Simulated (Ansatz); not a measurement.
Ansatz (a program for electronic structure) input (X2C-CCSD(T)/cc-pVTZ-DK):

Ansatz 0.2 input:
```yaml
crystal:
  periodic: [false, false, false]
  atoms:
    - {symbol: B, position_ang: [-0.14391952, 0.24558541, 0.99692213]}
    - {symbol: H, position_ang: [-1.16444010, 0.80843845, 1.34604754]}
    - {symbol: H, position_ang: [0.81272525, 0.38970229, 1.73463174]}
    - {symbol: C, position_ang: [-0.10267751, -0.68821178, -0.21917708]}
    - {symbol: C, position_ang: [0.26598418, 0.35042240, -0.97574782]}
    - {symbol: H, position_ang: [-0.25342981, -1.70900012, -0.55212619]}
    - {symbol: H, position_ang: [0.34490222, 1.30966859, -0.34361437]}
basis:
  gaussian:
    orbitals: cc-pVTZ-DK
total_charge: -1
magnetization: {spin_polarized: false}
correlation: {method: ccsd_t, electrons: outside_noble_gas}
```

End of the output:

```
integrals: 0.33 GiB planned
833 factors; integrals over basis functions are off by at most 8.9e-4 eV
mean field: 0.33 GiB planned
mean field evaluation 1: about -2792.8002 eV, gradient 1.8e1 eV
mean field evaluation 2: about -2792.8041 eV, gradient 1.8e1 eV
mean field evaluation 4: about -2794.2194 eV, gradient 1.3e0 eV
mean field evaluation 8: about -2794.2348 eV, gradient 2.4e-3 eV
mean field evaluation 16: about -2794.2300 eV, gradient 6.9e-1 eV
mean field -2794.23480101 eV, -102.6862349369 hartree, gradient 6.6e-6 eV, S^2 0.000000; 0 other end points of the search recorded, 0 dependent functions left out
3 core orbitals not correlated
reference -2794.23480101 eV, -102.6862349369 hartree; 8, 8 occupied and 135, 135 virtual orbitals, 833 factors
second order -12.50329261 eV of doubles, -0.00000000 eV of singles
coupled cluster: 0.65 GiB planned
cycle   1  -12.69012004 eV  change   -1.9e-1 eV  update   1.0e-1
cycle   2  -13.08332290 eV  change   -3.9e-1 eV  update   3.3e-2
cycle   3  -13.18836164 eV  change   -1.1e-1 eV  update   2.2e-2
cycle   4  -13.17873225 eV  change    9.6e-3 eV  update   8.4e-3
cycle   5  -13.17804608 eV  change    6.9e-4 eV  update   4.7e-3
cycle   6  -13.17845726 eV  change   -4.1e-4 eV  update   1.3e-3
cycle   7  -13.17793980 eV  change    5.2e-4 eV  update   4.3e-4
cycle   8  -13.17796548 eV  change   -2.6e-5 eV  update   1.5e-4
cycle   9  -13.17797380 eV  change   -8.3e-6 eV  update   4.1e-5
cycle  10  -13.17794732 eV  change    2.6e-5 eV  update   1.6e-5
cycle  11  -13.17795532 eV  change   -8.0e-6 eV  update   6.6e-6
perturbative correction -0.70004955 eV, -0.0257263465 hartree
Total energy: -2808.11280589 eV, -103.1962422091 hartree
Relativity: scalar
```

It need not be the lowest isomer of its formula. Whether it binds its extra electron was not tested at this geometry.
